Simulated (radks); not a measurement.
Ionisation of neutral lead, [Hg] 6p2, to [Hg] 6p1 as the strength of local exchange is varied. Calculated with a radial shooting solver on a logarithmic mesh with Libxc functionals: Dirac Kohn-Sham, Slater X-alpha exchange (alpha = 2/3 is LDA exchange), no correlation, spin-unpolarised, spherical densities, finite nucleus; open shells fill j = l - 1/2 first; Fermi nuclear charge, rms radius 5.5012 fm.

alpha  E(Pb) (hartree)  exchange (hartree)  IE (eV)  -e of the level emptied (eV)  <r> of it (bohr)
0.591      -20860.8792           -327.4251    6.020                 2.779 (6p1/2)             3.256
0.653      -20895.2580           -362.3974    6.477                 3.160 (6p1/2)             3.171
0.667      -20903.0291           -370.3107    6.583                 3.248 (6p1/2)             3.153
0.746      -20946.9370           -415.0768    7.193                 3.768 (6p1/2)             3.057
0.804      -20979.2342           -448.0648    7.657                 4.169 (6p1/2)             2.992
0.825      -20990.9408           -460.0341    7.828                 4.319 (6p1/2)             2.970

NIST Atomic Spectra Database: 7.417 eV (measured). The Delta-SCF value meets it near alpha = 0.77. Spin polarisation and multiplet splitting are left out, so open shells lie too high by an amount that depends on their filling.

Beside tabulated values, note that spin-unpolarised runs miss the spin-polarisation part of the exchange energy of open shells.
